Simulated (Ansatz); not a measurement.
System: BGeH₅, charge 0, singlet. BGeH5 (SMILES [BH2][GeH3]).
B3LYP-D3(BJ)/def2-TZVP minimum from Ansatz (a first-principles code):
```xyz
7

B     -1.6821    -0.0787    -0.3969
Ge     0.3226     0.0107     0.0799
H      1.1025    -1.2653    -0.2899
H      0.9345     1.1674    -0.7449
H      0.5907     0.3271     1.5635
H     -2.4803     0.5631     0.2084
H     -2.0611    -0.7411    -1.3096
```

Quantity: atomisation energy (electronic, to ground-state atoms), in kcal/mol. Open shells are spin-unrestricted; no spin-orbit coupling. Cores are frozen in correlated methods (noble-gas shells, and filled d and f shells in the p block). No relativity. CBS(X,Y): correlation extrapolated as X^-3, Hartree-Fock from the larger set (Q,5: extrapolated as (X+1)exp(-9√X)). A bracket is a step between two methods taken in the basis named. Where a partner has so few electrons that a lower coupled-cluster level is exact, that level stands in.

CCSD(T)/CBS(cc-pVQZ,cc-pV5Z) + [CCSDT(Q) - CCSD(T)]/cc-pVTZ + [CCSDTQ - CCSDT(Q)]/cc-pVDZ (Ansatz) gives 458.9 kcal/mol.

### Question
How far off this value is PBE/def2-TZVPD (Ansatz), in which direction, and how far these levels: PBE0/def2-TZVPD, CCSD(T)/CBS(cc-pVQZ,cc-pV5Z)?

### Answer
PBE gives 455.8 kcal/mol, 3.1 kcal/mol below it. Differences of the others: PBE0/def2-TZVPD (Ansatz) -2.4; CCSD(T)/CBS(cc-pVQZ,cc-pV5Z) (Ansatz) -0.3 kcal/mol.
